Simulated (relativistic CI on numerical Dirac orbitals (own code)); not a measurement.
## Lu XXX: q coefficients and field-shift factors

These numbers are calculated, not measured: Dirac-Coulomb-Breit CI, orbitals from a KLI potential per configuration, derivatives by finite differences, unscaled Slater integrals, QED left out (own radial code, finite nucleus).

Configurations in the expansion (outside the closed core [Ar] 3d10): 4s²4p⁶4d⁶, 4s²4p⁵4d⁷, 4s²4p⁴4d⁸, 4s4p⁶4d⁷, 4p⁶4d⁸, 4s²4p⁶4d⁵5s, 4s4p⁵4d⁸, 4s²4p⁶4d⁵5p. Levels of other configurations are missing.

With x = (α/α₀)² − 1 an excitation energy changes as ω = ω₀ + qx; K = 2q/ω₀ is the relative enhancement. Terms are leading LS components, so labels can repeat. The field-shift factor is F = δν/δ⟨r²⟩ for the transition from the lowest level.

Lowest level 4s²4p⁶4d⁶ ⁵D4.

```tsv
Level	ω₀ (cm⁻¹)	q (cm⁻¹)	F (GHz/fm²)
4s²4p⁶4d⁶ ³P2	19283	349.7	-0.521
4s²4p⁶4d⁶ ³P0	59165	21400	0.566
4s²4p⁶4d⁶ ⁵D3	86224	108800	2.54
4s²4p⁶4d⁶ ⁵D1	98125	109800	2.43
4s²4p⁶4d⁶ ⁵D4	99330	94820	2.42
4s²4p⁶4d⁶ ³G5	124833	99250	2.61
4s²4p⁶4d⁶ ³H6	127633	99890	2.78
4s²4p⁶4d⁶ ³F2	137649	102600	1.85
4s²4p⁶4d⁶ ³G3	142362	105500	2.49
4s²4p⁶4d⁶ ³D2	172537	133200	3.22
4s²4p⁶4d⁶ ³P0	173222	92910	1.96
4s²4p⁶4d⁶ ³P1	176936	113000	2.66
4s²4p⁶4d⁶ ³G4	179371	114900	3.06
```

At this charge energies of transitions that change n are usually good to better than 1 %, and those within a shell (Δn = 0) to a few per cent. Terms inside the open d or f shell come out 10 to 20 % too wide with unscaled integrals.

Which transition from the lowest level has the largest |K|?

4s²4p⁶4d⁶ ⁵D3 at 86224 cm⁻¹, K = 2.52.
